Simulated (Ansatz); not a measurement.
**Ligand exchange: Cd(CH3)F + H3NO → Cd(CH3)(NH2) + HOF**

Gas-phase species: Cd(CH3)F, singlet; H3NO (hydroxylamine) `NO`, singlet; Cd(CH3)(NH2), singlet; HOF (hypofluorous acid) `OF`, singlet. The partners trade F for NH2: Cd–F and O–NH2 bonds give way to Cd–NH2 and O–F.

Shapes, held fixed at every level: PBE0-D4/def2-TZVP. Flexible molecules stand in one conformer, not always the lowest. Programs: Ansatz 0.2.0. Electronic energies: no zero-point or thermal term.

Q: Estimate ΔE of this reaction.

A: The highest level, CCSD(T)/def2-TZVPP, gives ΔE = +242.8 kJ/mol; the levels span +238.2 to +254.8. The column of differences is taken from that level and isn't an error. No measured value is set beside it here. For atoms past krypton def2 sets carry core potentials with scalar relativity. Outer-core shells of Cd are correlated, in sets that cover them unevenly.

```json
{"level": "SPW92/def2-TZVPP", "kind": "LDA", "ΔE (kJ/mol)": "+241.1", "less CCSD(T)/def2-TZVPP": "-1.7"}
{"level": "PBE-D4/def2-TZVPP", "kind": "GGA", "ΔE (kJ/mol)": "+238.2", "less CCSD(T)/def2-TZVPP": "-4.6"}
{"level": "wB97M-V/def2-TZVPP", "kind": "range-separated hybrid", "ΔE (kJ/mol)": "+250.6", "less CCSD(T)/def2-TZVPP": "+7.8"}
{"level": "wB97X-V/def2-TZVPP", "kind": "range-separated hybrid", "ΔE (kJ/mol)": "+253.9", "less CCSD(T)/def2-TZVPP": "+11.1"}
{"level": "B2PLYP/def2-TZVPP", "kind": "double hybrid", "ΔE (kJ/mol)": "+251.7", "less CCSD(T)/def2-TZVPP": "+8.9"}
{"level": "MP2/def2-TZVPP", "kind": "perturbation theory", "ΔE (kJ/mol)": "+249.3", "less CCSD(T)/def2-TZVPP": "+6.5"}
{"level": "CCSD/def2-SVP", "kind": "coupled cluster or CI", "ΔE (kJ/mol)": "+254.8", "less CCSD(T)/def2-TZVPP": "+12.0"}
{"level": "CCSD(T)/def2-TZVPP", "kind": "coupled cluster or CI", "ΔE (kJ/mol)": "+242.8", "less CCSD(T)/def2-TZVPP": "0.0"}
```
